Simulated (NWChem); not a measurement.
System: ethylmethylamine (C3H9N); SMILES CCNC

Input file for NWChem:

```
start job
memory heap 200 mb stack 900 mb global 1100 mb
geometry units angstroms noautosym nocenter noautoz
  C      0.162950     1.900368    -0.025560
  C     -0.499108     0.524868     0.017044
  N      0.494016    -0.540861    -0.088707
  C     -0.086008    -1.875197    -0.005739
  H      0.751825     2.014971    -0.941439
  H     -0.587833     2.697397     0.011008
  H      0.837193     2.041257     0.829338
  H     -1.122096     0.438681     0.930459
  H     -1.187751     0.421221    -0.832787
  H      1.178158    -0.426622     0.657892
  H      0.711930    -2.625152    -0.025923
  H     -0.726000    -2.048118    -0.879662
  H     -0.703437    -2.051077     0.896378
end
basis spherical
  C library def2-svp
  N library def2-svp
  H library def2-svp
end
dft
  xc m06-2x
  iterations 150
end
cosmo
  dielec 78.4
end
task dft energy
```

Structure relaxed at the B3LYP/6-31G* (spherical d) level.

Level: M06-2X/def2-SVP with COSMO at NWChem's default radii, gas-phase geometry; the question gives the dielectric constant.

### Question
What results follow from this input? (M06-2X/def2-SVP, COSMO on the gas-phase geometry.) Quantities: electrostatic solvation energy (kcal/mol); dipole in solution (D).

### Answer
```
Quantity                                   Result
-----------------------------------------  ------
electrostatic solvation energy (kcal/mol)    -3.1
dipole in solution (D)                       1.32
```
